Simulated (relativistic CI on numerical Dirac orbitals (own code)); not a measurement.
**Energy levels of Pr**

Computed by Dirac-Coulomb-Breit CI, separate exchange-only KLI orbitals for each configuration, model QED (radiative potential, 1s self-energy scaled to tabulated hydrogen-like ionisation energies), valence Slater integrals scaled by 0.85, configuration energies shifted to the measured levels that pair with them (semi-empirical) (own radial code, finite nucleus).

Configurations in the expansion (outside the closed core [Xe]): 4f3 6s2, 4f2 6s2 5d, 4f2 6s 5d2, 4f3 6s 6p, 4f2 6s 5d 6p, 4f3 6s 5d, 4f 6s2 5d2, 4f3 5d2, 4f2 6s2 7p, 4f3 6p2, 4f3 5d 6p, 4f2 6s 6p2, 4f2 6s2 8s, 4f2 6s 6p 7s, 4f 6s2 5f 6d, 4f 6s2 6p 6f, 4f 6s2 5g 7s, 4f2 6s2 7d, 4f2 6s2 5g, 4f2 6s 5d 7s, 4f2 6s 7s2, 4f2 6s2 8p, 4f3 7s2. Levels of other configurations are missing.

```tsv
No.	Configuration	Term	J	E (cm⁻¹)	%	jj configuration (%)
41	4f2(3H) 6s<4H> 5d2(3F)	6L	19/2	10924.7	96	4f5/2 4f7/2 6s 5d5/2^2 (45)
42	4f3 6s2	4S°	3/2	11029.5	84	4f5/2^2 4f7/2 (49)
43	4f2(3H) 6s<4H> 5d2(3F)	6H	5/2	11060.1	86	4f5/2^2 6s 5d3/2 5d5/2 (39)
44	4f3 6s2	4F°	7/2	11076.5	77	4f5/2^2 4f7/2 (56)
45	4f2(3H) 6s<4H> 5d2(3F)	6K	15/2	11177.4	44	4f5/2 4f7/2 6s 5d3/2 5d5/2 (27)
46	4f2(3H) 6s<4H> 5d2(3F)	6H	7/2	11366.6	33	4f5/2 4f7/2 5d3/2 (25)
47	4f2(3F) 5d	4H	9/2	11408.7	82	4f5/2 4f7/2 5d3/2 (60)
48	4f2(3H) 6s<4H> 5d2(3F)	6H	7/2	11485.4	48	4f5/2^2 6s 5d3/2 5d5/2 (26)
49	4f2(3H) 5d	4H	13/2	11668.3	73	4f7/2^2 5d5/2 (61)
50	4f3 6s2	2H°	11/2	11881.4	85	4f5/2 4f7/2^2 (59)
51	4f2(3H) 6s<4H> 5d2(3F)	6H	9/2	11883.7	65	4f5/2^2 6s 5d3/2 5d5/2 (37)
52	4f3 6s2	4F°	9/2	11900.4	69	4f5/2 4f7/2^2 (70)
53	4f2(3H) 6s<4H> 5d2(3F)	6I	15/2	11975.0	55	4f5/2 4f7/2 6s 5d3/2 5d5/2 (44)
54	4f2(3H) 5d	4F	5/2	12025.9	42	4f5/2 4f7/2 5d5/2 (41)
55	4f2(3H) 6s<2H> 5d2(3F)	4K	11/2	12136.1	35	4f5/2 4f7/2 6s 5d3/2^2 (29)
56	4f2(3H) 6s<2H> 5d2(1D)	2K	13/2	12235.3	20	4f5/2^2 6s 5d3/2^2 (31)
57	4f2(1G) 5d	2H	9/2	12242.4	48	4f5/2 4f7/2 5d3/2 (47)
58	4f2(3H) 6s<4H> 5d2(3F)	6I	17/2	12288.4	47	4f5/2 4f7/2 6s 5d5/2^2 (38)
59	4f2(3H) 6s<4H> 5d<5I> 6p‡	6K°	9/2	12346.8	74	4f5/2^2 6s 5d3/2 6p1/2 (53)
60	4f2(3H) 6s<4H> 5d2(3F)	6L	21/2	12352.7	98	4f7/2^2 6s 5d5/2^2 (63)
61	4f2(3F) 5d	4P	1/2	12372.8	64	4f5/2^2 5d3/2 (39)
62	4f2(3F) 5d	4G	5/2	12376.3	58	4f5/2 4f7/2 5d3/2 (21)
63	4f2(3H) 6s<4H> 5d<5K> 6p‡	6L°	11/2	12399.9	71	4f5/2^2 6s 5d3/2 6p1/2 (75)
64	4f2(3F) 5d	2F	7/2	12418.7	37	4f5/2 4f7/2 5d5/2 (59)
65	4f2(3H) 6s<2H> 5d2(3F)	4K	11/2	12536.9	36	4f5/2 4f7/2 6s 5d3/2 5d5/2 (29)
66	4f2(3F) 5d	4H	11/2	12645.2	61	4f5/2 4f7/2 5d5/2 (37)
67	4f2(3H) 6s<2H> 5d2(3F)	4I	9/2	12653.1	67	4f5/2 4f7/2 6s 5d3/2 5d5/2 (30)
68	4f2(3F) 5d	4P	3/2	12853.5	69	4f5/2 4f7/2 5d3/2 (30)
69	4f2 6s 5d2	4I	13/2	13047.5	22	4f5/2^2 6s 5d3/2 5d5/2 (18)
70	4f2(3F) 5d	4D	1/2	13048.2	29	4f5/2^2 5d3/2 (22)
71	4f2(3F) 5d	4G	7/2	13051.1	40	4f5/2 4f7/2 5d3/2 (36)
72	4f2(3H) 6s<4H> 5d<5I> 6p‡	6K°	11/2	13193.7	66	4f5/2^2 6s 5d3/2 6p1/2 (24)
73	4f2(3H) 6s<4H> 5d2(3F)	6K	17/2	13200.6	52	4f7/2^2 6s 5d3/2 5d5/2 (44)
74	4f2(3H) 6s<4H> 5d2(3P)	6I	7/2	13202.7	62	4f5/2^2 6s 5d3/2 5d5/2 (28)
75	4f2(3H) 6s<4H> 5d2(3F)	6D	1/2	13272.6	63	4f5/2^2 6s 5d5/2^2 (33)
76	4f2(3F) 5d	4P	5/2	13281.8	53	4f5/2 4f7/2 5d3/2 (47)
77	4f2(3F) 5d	2F	7/2	13287.6	33	4f5/2 4f7/2 5d5/2 (47)
78	4f2(3H) 6s<2H> 5d2(3F)	4I	11/2	13290.3	39	4f5/2 4f7/2 6s 5d3/2 5d5/2 (30)
79	4f2(3H) 6s<2H> 5d2(3F)	2G	9/2	13294.4	42	4f5/2^2 6s 5d3/2 5d5/2 (25)
80	4f2(3F) 6s<4F> 5d2(3F)	6G	3/2	13295.6	60	4f5/2^2 6s 5d3/2^2 (32)
81	4f3 6s2	2G°	7/2	13356.8	68	4f5/2 4f7/2^2 (47)
82	4f2(3H) 6s<4H> 5d2(3F)	6D	3/2	13378.4	67	4f5/2^2 6s 5d3/2 5d5/2 (40)
83	4f2(3H) 6s<4H> 5d<5K> 6p‡	6L°	13/2	13378.9	67	4f5/2^2 6s 5d3/2 6p1/2 (36)
84	4f2(3H) 6s<2H> 5d2(3F)	4K	13/2	13388.3	49	4f5/2 4f7/2 6s 5d3/2 5d5/2 (33)
85	4f2(3F) 6s<4F> 5d2(3F)	6G	5/2	13538.3	67	4f5/2^2 6s 5d3/2 5d5/2 (42)
86	4f2(3H) 5d	4F	9/2	13621.5	43	4f7/2^2 5d3/2 (42)
87	4f2(3H) 6s<2H> 5d2(3F)	4H	7/2	13624.1	27	4f5/2 4f7/2 6s 5d3/2 5d5/2 (23)
88	4f2(1G) 5d	2H	11/2	13673.3	27	4f5/2 4f7/2 5d5/2 (29)
89	4f2(3H) 6s<4H> 5d2(3F)	4H	9/2	13690.4	22	4f5/2 4f7/2 6s 5d3/2^2 (18)
90	4f2(3H) 6s<4H> 5d2(3F)	6D	5/2	13691.3	69	4f5/2^2 6s 5d3/2 5d5/2 (26)
91	4f2(3H) 6s<2H> 5d2(3F)	4K	15/2	13718.0	46	4f5/2 4f7/2 6s 5d3/2 5d5/2 (22)
92	4f2(3H) 6s<2H> 5d2(3F)	4L	13/2	13809.9	47	4f5/2 4f7/2 6s 5d3/2 5d5/2 (17)
93	4f2(3H) 6s<4H> 5d<5I> 6p‡	6I°	7/2	13845.4	81	4f5/2^2 6s 5d3/2 6p1/2 (38)
94	4f2(3H) 6s<4H> 5d<5K> 6p‡	6K°	9/2	13885.0	78	4f5/2^2 6s 5d3/2 6p3/2 (35)
95	4f2(3H) 6s<4H> 5d2(3F)	6G	7/2	13898.5	31	4f5/2^2 6s 5d3/2 5d5/2 (28)
96	4f2(3F) 5d	4H	13/2	14012.7	42	4f5/2 4f7/2 5d5/2 (36)
97	4f2(3H) 6s<4H> 5d2(3F)	6G	3/2	14109.8	31	4f5/2^2 6s 5d3/2 5d5/2 (26)
98	4f2(3H) 6s<4H> 5d2(3P)	6I	9/2	14133.4	65	4f5/2 4f7/2 6s 5d3/2 5d5/2 (35)
99	4f2(3F) 5d	4D	3/2	14159.6	59	4f5/2 4f7/2 5d3/2 (51)
100	4f2(3H) 6s<4H> 5d2(3F)	6K	19/2	14230.7	95	4f7/2^2 6s 5d5/2^2 (42)
101	4f2(3H) 6s<4H> 5d<5I> 6p‡	6K°	13/2	14253.6	68	4f5/2^2 6s 5d3/2 6p3/2 (20)
102	4f2(3H) 6s<4H> 5d2(3F)	6D	7/2	14256.5	47	4f5/2^2 6s 5d3/2 5d5/2 (22)
103	4f2(1G) 5d	2H	11/2	14261.7	26	4f5/2^2 6s 5d3/2 5d5/2 (19)
104	4f2(3H) 6s<4H> 5d<5I> 6p‡	6I°	9/2	14279.4	59	4f5/2^2 6s 5d3/2 6p1/2 (27)
105	4f2(3H) 5d	2F	5/2	14307.5	28	4f5/2 4f7/2 5d5/2 (26)
106	4f2(3H) 6s<4H> 5d2(3F)	6H	13/2	14308.3	51	4f5/2 4f7/2 6s 5d5/2^2 (41)
107	4f2(3H) 6s<4H> 5d2(3F)	6G	3/2	14345.5	63	4f5/2^2 6s 5d3/2 5d5/2 (38)
108	4f2(1G) 5d	2G	7/2	14394.8	38	4f5/2 4f7/2 5d3/2 (46)
109	4f2(3F) 6s<4F> 5d2(3F)	6I	7/2	14453.6	89	4f5/2^2 6s 5d3/2 5d5/2 (34)
110	4f2(3H) 6s<4H> 5d<5K> 6p‡	6K°	11/2	14497.4	66	4f5/2^2 6s 5d3/2 6p3/2 (41)
```

Energies count from the lowest computed level; ° marks odd parity. Percentages are summed over parent terms; the parents shown are those of the largest component, closed shells are left out there, and <> holds an intermediate term. Filled j subshells are mostly left out of the jj labels. The list stops below the first level whose count of f electrons has no measured partner. ‡ marks configurations that were not tied to measured data.

The mean weight of the leading LS term, summed over parents, in these 70 levels is 56 %, and that of the leading jj configuration (from the same eigenvectors) 37 %, so LS coupling describes them better.

Configurations whose levels could be paired with our table of measured levels were shifted onto them, all but the ground configuration, by the median error of their levels; single terms can still be off by 1,000 to 2,000 cm⁻¹ or more, and rates follow the energies as ν³ (E1, M1) or ν⁵ (E2). The others borrow a shift and can be off by several thousand cm⁻¹ or more. The fine structure of a lone outer electron comes out too small, for d and f at times inverted, and misplaced configurations move strength between like terms. 16 of the 16 excited levels that our extract of the measured tables holds in this range could be paired (the sources list more); they are missed by 363 cm⁻¹ on average and 1300 at most, after the shifts were fitted to these levels, and levels without a partner can miss by more.

LS names give the leading component of a level, which can be under half, so a name can repeat, a term be missing and a line seem to break the LS rules.
